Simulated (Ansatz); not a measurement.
B(OCMe2)Cl3 (C₃H₆BCl₃O) was relaxed with B3LYP-D4 (def2-SVP) in Ansatz in these states: charge +1 doublet, neutral singlet. The geometries follow in no particular order.

A:

```xyz
14

B     1.2196    1.5363    0.8569
O     0.7539    0.0239    0.6731
C    -0.1310   -0.4876   -0.0398
C    -0.2849   -1.9678    0.0378
C    -1.0079    0.3024   -0.9383
H    -1.3250   -2.2123    0.3117
H    -0.1170   -2.3989   -0.9642
H     0.4162   -2.4010    0.7610
H    -0.3687    0.8804   -1.6270
H    -1.5282    1.0630   -0.3316
H    -1.7181   -0.3297   -1.4839
Cl   -0.2556    2.4526    1.4801
Cl    1.7823    2.1035   -0.8063
Cl    2.5644    1.4351    2.0704
```

B:

```xyz
14

B    -0.0594    1.1654   -1.6920
O     0.5638    0.1480   -0.7947
C     0.2169   -0.3545    0.3150
C     1.1252   -1.3581    0.8979
C    -1.0360    0.0381    1.0002
H     1.4128   -1.0321    1.9143
H     0.5638   -2.2999    1.0435
H     2.0116   -1.5269    0.2755
H    -1.8946   -0.1427    0.3303
H    -1.0218    1.1252    1.1931
H    -1.1743   -0.5059    1.9414
Cl   -0.1402    2.8054   -0.8973
Cl   -1.6431    0.5756   -2.3811
Cl    1.0752    1.3626   -3.1459
```

Problem. Judge from the bond lengths which geometry belongs to which state (an estimate).

Solution. A is the neutral singlet (B1–O2 1.593 Å, B1–Cl14 1.814 Å, B1–Cl12 1.845 Å); B is the charge +1 doublet (B1–O2 1.493 Å, B1–Cl14 1.855 Å, B1–Cl12 1.824 Å).
